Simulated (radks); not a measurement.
Polarisability of the nickel ion Ni+, [Ar] 3d9, at imaginary frequency. Method: scalar-relativistic Kohn-Sham, LB94 model potential, spin-polarised, spherical densities, finite nucleus; open shells are filled with parallel spins first; Fermi nuclear charge, rms radius 3.7757 fm; computed with a radial shooting solver on a logarithmic mesh with Libxc functionals. Response by self-consistent Sternheimer equations with the Hartree and adiabatic LDA kernel, the relativistic mass of each level held fixed and spin-orbit coupling left out.

w (hartree),alpha1(iw) (bohr^3)
0.00266,6.575
0.0143,6.569
0.0360,6.537
0.0697,6.433
0.118,6.192
0.186,5.740
0.280,5.056
0.413,4.218
0.605,3.348
0.892,2.526
1.35,1.776
2.12,1.122
3.59,0.5956
6.94,0.2342
17.5,0.05166

Static values: alpha1 = 6.576 bohr^3 (0.9744 angstrom^3; uncoupled 8.829). C6 = 22.30, triple-dipole C9 = 94.95 atomic units. One-pole (London) frequency 4 C6 / (3 alpha1^2) = 0.688 hartree, against 0.748 for minus the highest occupied eigenvalue.
